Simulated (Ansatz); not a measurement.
Consider the ligand exchange at the Si–N bond: `N[Si]F` + `[SiH3]N[SiH3]` → `F[Si]N([SiH3])[SiH3]` + NH₃.

Isolated molecules relaxed with PBE0-D4/def2-TZVP in Ansatz; ΔE leaves out vibrations. CCSD(T)/CBS adds triple-zeta CCSD(T) − MP2 to the extrapolated MP2 energy (def2 sets, frozen cores). This one scheme is used for every species. Functionals use def2-TZVPP. B3LYP here is the variant with VWN-RPA as its local correlation; programs differ in this. Each species was taken in one conformer, which may not be the lowest.

```tsv
level	ΔE (kcal/mol)
B3LYP	2.2
SCS-MP2/def2-TZVPP	-1.0
```

Question: What does CCSD(T)/CBS give? (An estimate is asked.)

Answer: Ansatz gave: -1.3 kcal/mol. The listed levels differ from it by 3.5, 0.3 kcal/mol.

Largest T1 diagnostic among the species: 0.014.

Leaving LDA and LC-ωPBE aside and taking each functional with its dispersion term where it has one, the values, not all of them listed here, spread over 2.7 kcal/mol, from revPBE-D4 to B2PLYP. LDA lies −0.7 kcal/mol from PBE without D4. In def2-TZVPP, CCSD(T) changes the Hartree–Fock value by −4.7 kcal/mol (the triples alone add −1.0 kcal/mol) and MP2 by −5.0 kcal/mol. The D4 term adds −3.1 kcal/mol with B3LYP and −1.7 kcal/mol with PBE0; it sums over pairs of atoms, weighted by their polarisabilities, and B3LYP, whose exchange is more repulsive, gets the larger term.
